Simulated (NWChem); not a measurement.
Species: formamidinium (CH5N2 cation); SMILES NC=[NH2+]

```xyz
8

N     -1.1744     0.0000     0.1752
C      0.0000     0.0000    -0.4247
N      1.1744     0.0000     0.1752
H     -1.2857     0.0000     1.1951
H     -2.0327     0.0000    -0.3834
H      0.0000     0.0000    -1.5283
H      1.2857     0.0000     1.1951
H      2.0327     0.0000    -0.3834
```
Atoms are numbered in this order, from 1.

Computed with NWChem. All runs use the structure optimised with PBE-D3(BJ)/def2-SVP.

### Question
Taking PBE/def2-TZVPP as the yardstick, which of these has the fewest basis functions while keeping “highest occupied level (eV)” within 0.2 eV of it: PBE/def2-TZVPD; PBE/def2-TZVP; PBE/def2-SVPD; PBE/STO-3G; PBE/def2-SVP?

### Answer
PBE/def2-SVP.
```json
[
 {"level": "PBE/STO-3G", "basis functions": "20", "highest occupied level (eV)": "-11.66"},
 {"level": "PBE/def2-SVP", "basis functions": "67", "highest occupied level (eV)": "-12.90"},
 {"level": "PBE/def2-SVPD", "basis functions": "100", "highest occupied level (eV)": "-13.03"},
 {"level": "PBE/def2-TZVP", "basis functions": "123", "highest occupied level (eV)": "-12.97"},
 {"level": "PBE/def2-TZVPD", "basis functions": "156", "highest occupied level (eV)": "-12.99"},
 {"level": "PBE/def2-TZVPP", "basis functions": "163", "highest occupied level (eV)": "-12.98"}
]
```

The yardstick is one finite set, not the basis-set limit.
